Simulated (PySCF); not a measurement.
CH4NO, SMILES NC=[OH+], charge +1. Atoms are numbered in the order given.

```xyz
7

N     -0.1881     1.1185     0.0000
C      0.4329    -0.0274     0.0000
O     -0.1079    -1.2004     0.0000
H     -1.2062     1.2113     0.0000
H      0.3532     1.9845     0.0000
H      1.5273    -0.0400     0.0000
H     -1.0918    -1.2180     0.0000
```
Charge +1, spin multiplicity 1.

Geometry optimised at PBE-D3(BJ)/def2-TZVP. The isomer is the one that the SMILES or the coordinates give; other isomers of the formula were not compared. The values are those of a single conformer.

These are PySCF with B3LYP/pcJ-1 values and carry that method's errors.

Isotropic couplings with Fermi-contact, spin-dipole and both spin-orbit terms, one fixed conformer, no vibrational averaging. Isotopes: 13C, 14N, 1H.

```tsv
pair	bonds apart	J (Hz)
N1–C2	1	[?]
N1–H4	1	71.4
N1–H5	1	75.7
C2–H6	1	[?]
N1–H6	2	5.8
C2–H4	2	[?]
C2–H5	2	[?]
C2–H7	2	[?]
H4–H5	2	-0.9
N1–H7	3	1.5
H4–H6	3	17.6
H5–H6	3	5.7
H6–H7	3	20.7
H4–H7	4	1.1
H5–H7	4	-1.0
```

### Question
Fill in the missing entries. (An estimate is asked for; the answer gives what the named calculation found.)

### Answer

- N1–C2, J (Hz): 14.0
- C2–H6, J (Hz): 237.8
- C2–H4, J (Hz): -3.8
- C2–H5, J (Hz): 5.0
- C2–H7, J (Hz): -7.1
